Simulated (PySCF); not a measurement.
## Arsenic: a sound run and one with changed settings

Sound run: As [Ar] 3d10 4s2 4p3, As⁺ [Ar] 3d10 4s2 4p2. All numbers are calculated (PySCF 2.14, the spin-free X2C one-electron Hamiltonian (Gaussian nucleus), in cc-pVDZ-DK). In the sound run the correlated levels freeze [Ar] 3d10. The sound run starts from symmetry-adapted Hartree-Fock orbitals and uses a fine grid where one is needed.

Changed run: initial guess atom, at most 50 SCF cycles.

```csv
species,method,sound run (hartree),changed run (hartree),converged
As,UHF,-2258.91690,-2258.91690,yes
As,BP86,-2260.92483,-2260.92483,yes
As,CCSD(T),-2258.98623,-2258.98623,yes
As⁺,M06-L,-2260.16631,-2260.16631,yes
As⁺,MP2,-2258.61262,-2258.61262,yes
```

Here the plain start reaches the same solutions.
